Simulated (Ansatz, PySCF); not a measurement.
This singlet lies 1.42 eV below the relaxed triplet at the level frozen-core CCSD(T)/aug-cc-pVTZ // PBE0-D3(BJ)/def2-TZVPD (Ansatz, an electronic-structure program).

```xyz
4

N     -2.0370    -0.4024     0.4584
C     -0.9535     0.0023     0.5496
Al     0.8166     1.0903     0.7789
Cl     2.1739    -0.6902     0.4628
```

Charge -1, multiplicity 1.

**Question.** Give the Mulliken and meta-Löwdin atomic charges from PBE0-D3(BJ)/def2-TZVPD run with PySCF 2.14.0.

**Answer.** 
| atom | Mulliken (e) | meta-Löwdin (e) |
|---|---|---|
| N1 | -0.38 | -0.32 |
| C2 | 0.11 | -0.16 |
| Al3 | -0.30 | -0.03 |
| Cl4 | -0.42 | -0.49 |
